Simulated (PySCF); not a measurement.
Spinor energies of Bi+ (bismuth, charge +1)

Start: [Xe] 4f14 5d10 6s2 6p2; 6p1/2 filled at m_j = -1/2, +1/2. Calculated with PySCF 2.14 in x2c-TZVPall-2c with one added diffuse shell each of s, p, d, f type (12s12p10d4f, 126 functions): generalised Hartree-Fock with the X2C-1e Hamiltonian and a Gaussian nucleus; one run each with spin-orbit coupling (SO) switched off, then screened by Boettger's factors.

```
spinor shell  electrons  ε, spin-free (eV)  ε, screened SO (eV)  weight of nominal j (screened SO)  rms radius, screened SO (bohr)
       1s1/2          2           -91060.1             -91017.4                              1.000                          0.0178
       2s1/2          2           -16529.4             -16515.3                              1.000                          0.0718
       2p1/2          2           -14162.8             -15843.6                              1.000                          0.0606
       2p3/2          4           -14162.8             -13519.1                              1.000                          0.0691
       3s1/2          2            -4070.6              -4065.3                              1.000                           0.183
       3p1/2          2            -3384.3              -3762.7                              1.000                           0.175
       3p3/2          4            -3384.3              -3235.1                              1.000                           0.192
       3d3/2          4            -2680.9              -2744.9                              1.000                           0.168
       3d5/2          6            -2680.9              -2633.4                              1.000                           0.172
       4s1/2          2            -980.76              -978.46                              1.000                           0.401
       4p1/2          2            -752.13              -845.84                              1.000                           0.404
       4p3/2          4            -752.13              -713.90                              1.000                           0.438
       4d3/2          4            -484.29              -497.95                              1.000                           0.446
       4d5/2          6            -484.29              -472.65                              1.000                           0.457
       4f5/2          6            -188.04              -189.60                              1.000                           0.479
       5s1/2          2            -190.16              -188.94                              1.000                           0.890
       4f7/2          8            -188.04              -184.15                              1.000                           0.481
       5p1/2          2            -123.42              -140.86                              1.000                           0.952
       5p3/2          4            -123.42              -115.23                              1.000                            1.04
       5d3/2          4            -44.099              -45.263                              1.000                            1.30
       6s1/2          2            -25.987              -25.518                              1.000                            2.32
       6p1/2          2            -15.613              -16.054                              1.000                            2.82
```

**Question.** Where does 5d5/2 lie, and what is the 5d spin-orbit splitting (screened SO)?

**Answer.** At -41.716 eV, 3.547 eV above 5d3/2.

```tsv
quantity	spin-free	screened SO
E (hartree)	-21513.50231	-21554.74421
M_J	0	0
⟨J²⟩	2.009	0.000
⟨L²⟩	2.005	1.520
⟨S²⟩	2.004	1.520
```

Breit and QED terms are absent; they matter most for the inner s and p1/2 levels.

Densities and radii are taken from the X2C orbitals without a picture-change correction, which distorts them close to the nucleus.

Without spin-orbit coupling the j labels of p, d and f shells carry no meaning; the spin-free column gives the mean over the occupied spinors of each nl shell.
